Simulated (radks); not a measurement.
Spherical quantum dot in the effective-mass picture: electrons in a well V = -V0 / (1 + exp((r - R)/a)) with V0 = 4.52, R = 9.55, a = 0.88, with a point charge +1 (a donor) at the centre, all in effective atomic units (hartree* = m*/eps^2 hartree, bohr* = eps/m* bohr), one dielectric constant everywhere. Calculated with a radial shooting solver with Libxc functionals: non-relativistic Kohn-Sham, LDA (Slater exchange, Perdew-Wang correlation), spin-polarised, spherical densities. Levels are named by radial order and angular momentum (1s, 1p, 1d, 2s, ...), and open shells are averaged over m. Results are scaled to m* = 0.224 and eps = 5.5, for which hartree* = 201.5 meV and bohr* = 1.299 nm.

N = 20, configuration 1s2 1p6 1d10 2s(up 1, down 0) 1f(up 1, down 0). This is the lowest configuration that the search found. Occupied and some empty levels:

| level | occupation | eigenvalue (meV) | <r> (nm) |
|---|---|---|---|
| 1s up | 1 | -342.90 | 6.046 |
| 1s down | 1 | -339.37 | 7.579 |
| 1p up | 3 | -333.33 | 8.048 |
| 1p down | 3 | -332.27 | 8.057 |
| 2s up | 1 | -328.83 | 4.213 |
| 1d up | 5 | -321.71 | 8.299 |
| 1d down | 5 | -320.69 | 8.298 |
| 2s down | 0 | -308.14 | 3.454 |
| 1f up | 1 | -305.77 | 8.521 |
| 1f down | 0 | -304.74 | 8.520 |
| 1g up | 0 | -285.90 | 8.725 |
| 1g down | 0 | -284.87 | 8.726 |
| 2p up | 0 | -270.07 | 6.047 |
| 2p down | 0 | -267.32 | 6.247 |
| 2d up | 0 | -243.91 | 7.001 |
| 2d down | 0 | -242.71 | 7.049 |

Energy (meV): total -12301.4, kinetic 712.53, external -18242, Hartree 6012.6, exchange-correlation -784.56.

Electron density:

| r (nm) | n(r) (e/nm^3) |
|---|---|
| 0.325 | 0.08132 |
| 1.14 | 0.02328 |
| 1.96 | 0.007138 |
| 2.78 | 0.002570 |
| 3.60 | 0.001428 |
| 4.41 | 0.001524 |
| 5.23 | 0.002299 |
| 6.05 | 0.003572 |
| 6.87 | 0.005038 |
| 7.68 | 0.006020 |
| 8.50 | 0.005706 |
| 9.32 | 0.003960 |
| 10.1 | 0.001849 |
| 11.0 | 0.0005376 |
| 11.8 | 0.00009323 |
| 12.6 | 9.776e-06 |
| 13.4 | 6.810e-07 |
| 14.2 | 3.581e-08 |
| 15.0 | 1.632e-09 |
